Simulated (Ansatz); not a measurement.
Start from `[NH2][Nb](=[O])([OH])[F]` and change one element to get `[NH2][Ta](=[O])([OH])[F]`.

Ansatz, PBE0-D4/def2-TZVP geometries, multiplicity 1. Each molecule was computed in one conformer, which needn't be the lowest.

Elements past krypton have def2 core potentials.

| property | `[NH2][Nb](=[O])([OH])[F]` |
| --- | --- |
| LUMO energy (ωB97M-V/def2-TZVPP) / eV | 0.68 |
| LUMO energy (PBE/def2-TZVPP) / eV | -2.02 |
| HOMO energy (ωB97M-V/def2-TZVPP) / eV | -10.65 |
| HOMO–LUMO gap (PBE0/def2-TZVPP) / eV | 7.13 |
| zero-point energy (PBE0-D4/def2-TZVP) / kJ/mol | 115.2 |
| HOMO energy (PBE/def2-TZVPP) / eV | -6.83 |

Give the same properties after the change, and the shifts. (Estimate.)

The calculation gave: 
```csv
property,`[NH2][Ta](=[O])([OH])[F]`,shift
LUMO energy (ωB97M-V/def2-TZVPP) / eV,0.90,0.22
LUMO energy (PBE/def2-TZVPP) / eV,-1.47,0.55
HOMO energy (ωB97M-V/def2-TZVPP) / eV,-10.72,-0.07
HOMO–LUMO gap (PBE0/def2-TZVPP) / eV,7.76,0.63
zero-point energy (PBE0-D4/def2-TZVP) / kJ/mol,114.9,-0.3
HOMO energy (PBE/def2-TZVPP) / eV,-6.86,-0.03
```
